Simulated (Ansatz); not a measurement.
Geometry optimisation, RKS PBE0-D4/6-31G (Ansatz).

Input:

```yaml
crystal:
  periodic: [false, false, false]
  atoms:
    - { symbol: Si, position_ang: [0.0, 0.0, 0.0] }
    - { symbol: O, position_ang: [0.0, 0.0, 1.68] }
    - { symbol: Si, position_ang: [-1.3147, -0.4067, 2.6436] }
    - { symbol: H, position_ang: [-2.239, -1.2403, 1.8804] }
    - { symbol: H, position_ang: [-0.8506, -1.1432, 3.8157] }
    - { symbol: H, position_ang: [-1.9987, 0.8095, 3.0733] }
    - { symbol: Cl, position_ang: [2.0086, 0.0, -0.7093] }
    - { symbol: H, position_ang: [-0.6877, 1.1914, -0.4862] }
    - { symbol: Cl, position_ang: [-1.0032, -1.7381, -0.7093] }
basis:
  gaussian: { orbitals: "6-31G" }
hamiltonian:
  xc: pbe0
  dispersion: d4
relax:
  f_tol: 0.02
  max_steps: 40
```

Run as:

```bash
$ ansatz run input.yaml --threads 1 --pin off --max-ram 2048MiB --backend cpu --events-out ev --progress --plain --runs-dir out
```

Question: Where does it end, and by what steps?

Answer: The run converged. Limits of this set-up: no polarisation functions. After 8 steps the energy has fallen by 0.468 eV; O2 moved furthest, 0.94 Å.

```
step  energy less start (eV)  largest force component (eV/Å)  accepted
   0                  0.0000                           1.571       yes
   1                 -0.2280                           0.939       yes
   2                 -0.3056                           0.432       yes
   3                 -0.3778                           0.461       yes
   4                 -0.4264                           0.154       yes
   5                 -0.4546                           0.124       yes
   6                 -0.4566                           0.288       yes
   7                 -0.4674                           0.034       yes
   8                 -0.4676                           0.007       yes
```

```xyz
9
Properties=species:S:1:pos:R:3
Si -0.087 0.043 -0.215
O -0.835 0.062 1.254
Si -1.400 -0.423 2.798
H -2.434 -1.493 2.613
H -0.241 -0.941 3.597
H -1.995 0.788 3.447
Cl 2.040 -0.239 0.053
H -0.312 1.299 -0.976
Cl -0.820 -1.622 -1.384
```

Whether the end is a true minimum wasn't checked by a vibrational analysis.

Time of the run: 48 s on 1 thread of Arm Neoverse V1, with other jobs on the host, peak memory 0.15 GiB.
